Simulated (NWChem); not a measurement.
## Relativistic effects in Hg

SMILES: [Hg]
```xyz
1

Hg     0.0000     0.0000     0.0000
```
Charge 0, spin multiplicity 1.

Everything below was run with NWChem.

Functional PBE0, all-electron basis x2c-SVPall-2c, contracted for the X2C Hamiltonian and used here with ZORA. The ion keeps the geometry and has multiplicity 2 in the scalar run; the spin-orbit run starts from the same electron counts.

The cost column gives rough processor time relative to scalar ZORA; each entry includes its own SCF.

No SCF solution was tested for a lower state.

```csv
Hamiltonian,ΔSCF ionisation energy (eV),HOMO (eV),LUMO (eV),gap (eV),relative cost
scalar ZORA,10.03,-7.43,-0.41,7.02,1
spin-orbit ZORA,10.05,-7.45,-0.70,6.75,under 3
```

From scalar ZORA to spin-orbit ZORA the ionisation energy increases by 0.02 eV.
